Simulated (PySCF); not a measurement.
# Aluminium: a sound run and one with changed settings

Sound run: Al⁺ [Ne] 3s2, Al²⁺ [Ne] 3s1. Computed with PySCF 2.14 in x2c-TZVPall (5s5p2d1f, 37 functions), with scalar relativity by spin-free X2C-1e. The sound run starts from symmetry-adapted Hartree-Fock orbitals and uses a fine grid where one is needed.

Changed run: initial guess 1e, at most 5 SCF cycles. This setting is unsound on purpose.

| species | method | sound run (hartree) | changed run (hartree) | converged |
| --- | --- | --- | --- | --- |
| Al⁺ | UHF | -242.10475 | -242.10475 | no |
| Al⁺ | B3LYP | -242.60738 | -242.60738 | no |
| Al⁺ | LDA | -241.52317 | -241.52317 | no |
| Al²⁺ | UHF | -241.45947 | -241.45947 | no |
| Al²⁺ | B3LYP | -241.91044 | -241.91044 | no |
| Al²⁺ | LDA | -240.82677 | -240.82677 | no |

The SCF was stopped early; the energies are upper bounds that still move, and correlated levels were skipped or rest on poor orbitals.
